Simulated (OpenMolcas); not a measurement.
A run on Ru5+ with 6 ligands (fluoride) in trigonal prismatic coordination (D3h) at 1.88 Å. A charge of +0.167 e stands 2.6 Å behind each ligand. Ligand basis ANO-RCC-VDZP.
```
Ru    0.0000    0.0000    0.0000
F     1.4210    0.0000    1.2309
F    -0.7105    1.2306    1.2309
F    -0.7105   -1.2306    1.2309
F     1.4210    0.0000   -1.2309
F    -0.7105    1.2306   -1.2309
F    -0.7105   -1.2306   -1.2309
```

```
Program             : OpenMolcas
Method              : SS-CASPT2, IPEA 0.25 Eh, imaginary shift 0.1 Eh (closed shells correlated: 4s 4p and the ligand valence shells)
Basis               : ANO-RCC-VDZP [6s5p3d1f]
Scalar Hamiltonian  : DKH2, point nucleus
Active space        : 3 electrons in 5 orbitals (4d)
State averaging     : 2S+1 = 4 even, 10 roots; 2S+1 = 2 even, 40 roots
Spin-orbit coupling : RASSI with atomic mean-field integrals over the reference wave functions
```

127 basis functions. Blocks (2S+1, parity, CSFs, roots kept): 4, even, 10, 10; 2, even, 40, 40.

Question: How long do the CASPT2 steps take on 1 thread of Arm Neoverse V1 (shared host)?

Answer: About 5.3 min of wall time, without the integral step.
